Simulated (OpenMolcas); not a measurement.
# Ionisation energies of tellurium

| Property | Result |
| --- | --- |
| Program | OpenMolcas |
| Basis | ANO-RCC-VDZP [6s5p3d1f] |
| Scalar Hamiltonian | DKH2, point nucleus |
| Spin-orbit coupling | RASSI with atomic mean-field integrals over the reference wave functions, term energies averaged over their components |

Active shells in each charge state: the valence s, p shells, with orbitals averaged over the low states. Where CASPT2's correlated closed shells are named, they are those of the first ion.

A. CASSCF
B. SS-CASPT2, IPEA 0.25 Eh, imaginary shift 0.1 Eh (closed shells correlated: 4d)
C. SS-CASPT2, IPEA 0.25 Eh, imaginary shift 0.1 Eh (closed shells correlated: none)
D. SS-CASPT2, IPEA 0 Eh, imaginary shift 0.1 Eh (closed shells correlated: 4d)
E. SS-CASPT2, IPEA 0.25 Eh, imaginary shift 0.1 Eh (closed shells correlated: 4s 4p 4d)

Energies in eV between the lowest computed levels, named as in B; reference values from the NIST Atomic Spectra Database with their kind.

```json
{"From": "Te2+ 5s2 5p2 3P0", "To": "Te3+ 5s2 5p 2P* 1/2", "A": "26.933", "B": "27.593", "C": "27.320", "D": "27.670", "E": "27.607", "Spin-orbit share in B": "+0.141", "Reference": "27.840 (measured)"}
{"From": "Te3+ 5s2 5p 2P* 1/2", "To": "Te4+ 5s2 1S0", "A": "36.563", "B": "37.313", "C": "37.003", "D": "37.394", "E": "37.340", "Spin-orbit share in B": "+0.731", "Reference": "37.416 (measured)"}
{"From": "Te4+ 5s2 1S0", "To": "Te5+ 5s 2S 1/2", "A": "57.022", "B": "57.678", "C": "57.054", "D": "57.683", "E": "57.744", "Spin-orbit share in B": "+0.000", "Reference": "59.300 (measured)"}
{"From": "Te5+ 5s 2S 1/2", "To": "Te6+ 4d10 1S0", "A": "68.710", "B": "69.734", "C": "68.710", "D": "69.764", "E": "69.815", "Spin-orbit share in B": "+0.000", "Reference": "69.100 (theoretical)"}
```

Steps that some method lacks are left out, and so are those with a state whose active s or d shell is doubly occupied in every root (s and p with five to eight electrons, d10) over a frozen core shell of the same l, since the two then mix freely.

Error against the reference values, in %:

| From | Reference | A | B | C | D | E |
| --- | --- | --- | --- | --- | --- | --- |
| Te2+ | measured | -3.3 | -0.9 | -1.9 | -0.6 | -0.8 |
| Te3+ | measured | -2.3 | -0.3 | -1.1 | -0.1 | -0.2 |
| Te4+ | measured | -3.8 | -2.7 | -3.8 | -2.7 | -2.6 |
| Te5+ | theoretical | -0.6 | +0.9 | -0.6 | +1.0 | +1.0 |

Mean absolute error over the 3 measured values: A 1.35 eV, B 0.66 eV, C 1.06 eV, D 0.60 eV, E 0.62 eV.

* marks odd parity.
